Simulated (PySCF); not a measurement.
## Dipole moment and polarisability of `Fc1scpc1C(F)(F)F`

C4HF4PS.
Numbering: `[F:1][c:2]1[s:3][cH:4][p:5][c:6]1[C:7]([F:8])([F:9])[F:10]` (hydrogens: H11 on C4)

Structure used (PBE0-D3(BJ)/def2-SVP), in Å, numbered top down from 1:
```
atom  x, y, z in Å
F1    -0.3123    2.2245    0.1001
C2     0.3458    1.0850    0.0600
S3     2.0636    1.1671    0.1126
C4     2.2767   -0.5266    0.0351
P5     0.9015   -1.5324   -0.0550
C6    -0.2253   -0.1524   -0.0187
C7    -1.7166   -0.3110   -0.0640
F8    -2.2457    0.2691   -1.1432
F9    -2.3045    0.2360    1.0026
F10   -2.0562   -1.6020   -0.0938
H11    3.3090   -0.8843    0.0469
```

Level: CAM-B3LYP/def2-SVPD (PySCF), static field, nuclei fixed, core orbitals frozen in the response. The polarisability tensor in these axes (au):

```
x   102.87   6.04   1.50
y     6.04 100.41   2.17
z     1.50   2.17  60.70
```

Give the principal values, the mean and the anisotropy Δα = √{½[(α1 − α2)² + (α2 − α3)² + (α1 − α3)²]}.

Principal values 60.55, 95.49 and 107.94 au; mean 87.99 au = 13.04 Å³ = 14.51 × 10⁻⁴⁰ C²·m²/J; Δα = 42.55 au (48 % of the mean).

What is the dipole moment, and where does it point?

(3.35, 0.23, 0.10) D, 3.35 D in size, pointing from the negative to the positive side. Measured along this direction, the outermost atoms are F8, F9 and F10 at the negative end and H11 at the positive end.

What would n − 1 = 2πNα be for an ideal gas of these molecules at 350 K and 1 atm, electronic part alone?

N = p/kT = 2.0968 × 10¹⁹ cm⁻³, so n − 1 = 2π × N × 13.04 × 10⁻²⁴ cm³ = 1718 × 10⁻⁶ at long wavelengths, for an ideal gas.

Molar refractivity from α?

Lorentz–Lorenz: R = (4π/3)N_A α = 2.5225 cm³/(mol·Å³) × 13.04 Å³ = 32.9 cm³/mol, in the limit of long wavelengths.

Directions of the eigenvectors, and the extent of the frame along each?

Largest value along (0.77, 0.63, 0.05), where the nuclei span 4.94 Å; middle along (-0.64, 0.77, 0.02), 4.70 Å; least along (-0.03, -0.05, 1.00), 2.15 Å. The response follows the extents in order.

Find the Langevin capture rate constant for H3+ (3.023 u) meeting this molecule (187.947 u), k = 2.342 × 10⁻⁹ cm³/s × √(α in Å³ / reduced mass in u).

The reduced mass is 2.98 u, so k = 4.90 × 10⁻⁹ cm³/s. The formula leaves out the permanent dipole, which adds to the capture rate.

What depolarisation ratio follows for Rayleigh scattering of linearly polarised light, taking the static tensor?

ρ = 3Δα²/(45ᾱ² + 4Δα²) = 5432.5/(348434 + 7243.4) = 0.0153.

Isolated species at its PBE0-D3(BJ)/def2-SVP geometry, gas phase.
